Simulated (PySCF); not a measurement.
CH₈BPSi.
Atom-mapped SMILES: `[BH2:1][PH:2][SiH2:3][CH3:4]` (hydrogens: H5, H6 on B1; H7 on P2; H8, H9 on Si3; H10, H11, H12 on C4)

Cartesian coordinates in Å at the PBE0-D3(BJ)/def2-SVP level; atoms count from 1:
```
atom  x, y, z in Å
B1     2.6395    0.5290    0.3512
P2     0.8807    0.7345    0.8798
Si3   -0.4219   -0.4792   -0.4900
C4    -2.1885   -0.4832    0.1416
H5     3.0300   -0.5841    0.0929
H6     3.4055    1.4598    0.4004
H7     0.5240    2.0901    0.6534
H8    -0.3816    0.0311   -1.8954
H9     0.1784   -1.8466   -0.4519
H10   -2.2305   -0.8626    1.1736
H11   -2.8215   -1.1230   -0.4931
H12   -2.6118    0.5329    0.1296
```

The calculation used PBE0-D3(BJ)/def2-SVP geometry optimisation, gas phase in PySCF.

Take the most abundant isotopes and a rigid rotor. The values belong to one conformer with, in the numbering `[BH2:1][PH:2][SiH2:3][CH3:4]`, H–B1–P2–Si3 -45° and 143°, B1–P2–Si3–C4 173°.

Question: What are A, B and C (MHz)?

Answer: Ia = 46.80, Ib = 236.93, Ic = 268.99 u·Å²; 505379 MHz·u·Å²/I gives A = 10799, B = 2133, C = 1879 MHz.

Question: What kind of rotor is it?

Answer: A near-prolate asymmetric top: κ = (2 × 2133 − 10799 − 1879)/(10799 − 1879) = -0.94.

Question: Is it planar, by Δ = Ic − Ia − Ib?

Answer: Not planar: Δ = Ic − Ia − Ib = -14.74 u·Å². For a rigid frame Δ = −2 Σ m c², so Σ m c² = 7.37 u·Å² lies off the ab plane: 6.97 from hydrogen and 0.40 from heavier atoms. The atom farthest from that plane is 1.36 Å away.

Question: List the rotational levels J(Ka,Kc) to J = 5 (MHz).

Answer: Above 0(0,0):
J = 1: 1(0,1) 4012, 1(1,1) 12678, 1(1,0) 12932
J = 2: 2(0,2) 12030, 2(1,2) 20447, 2(1,1) 21210, 2(2,1) 47208, 2(2,0) 47214
J = 3: 3(0,3) 24044, 3(1,3) 32098, 3(1,2) 33623, 3(2,2) 59244, 3(2,1) 59271, 3(3,1) 103213, 3(3,0) 103213
J = 4: 4(0,4) 40036, 4(1,4) 47626, 4(1,3) 50168, 4(2,3) 75287, 4(2,2) 75369, 4(3,2) 119271, 4(3,1) 119272, 4(4,1) 180814, 4(4,0) 180814
J = 5: 5(0,5) 59986, 5(1,5) 67027, 5(1,4) 70838, 5(2,4) 95334, 5(2,3) 95526, 5(3,3) 139349, 5(3,2) 139351, 5(4,2) 200885, 5(4,1) 200885, 5(5,1) 280013, 5(5,0) 280013
The levels of one J sum to (2J + 1)J(J + 1)(A + B + C)/3.

Question: Predict some low-J microwave lines.

Answer: The dipole components are |μa| = 1.67 D, |μb| = 0.34 D, |μc| = 0.59 D. The squared components, which scale the intensities, stand as 1.00 : 0.04 : 0.12 (a : b : c). Some lines, for components of 0.1 D or more:

```csv
type,branch,"J(Ka,Kc)",MHz,lower level (cm⁻¹)
a,Q,"2(1,1) ← 2(1,2)",763,0.682
a,R,"1(0,1) ← 0(0,0)",4012,0.000
a,R,"2(0,2) ← 1(0,1)",8018,0.134
c,Q,"3(1,3) ← 3(0,3)",8055,0.802
b,Q,"3(1,2) ← 3(0,3)",9580,0.802
a,R,"3(2,1) ← 2(2,0)",12058,1.575
b,R,"1(1,1) ← 0(0,0)",12678,0.000
c,R,"3(1,2) ← 2(0,2)",21593,0.401
b,Q,"3(2,2) ← 3(1,3)",27146,1.071
b,R,"3(2,1) ← 2(1,2)",38824,0.682
```

Not checked by PBE0-D3(BJ)/def2-SVP frequencies. Constants of a rigid frame at the computed geometry: no zero-point averaging, no centrifugal distortion. A rigid rotor knows nothing of internal rotation, which can split or shift real lines. Quadrupole hyperfine structure (11B) is left out.
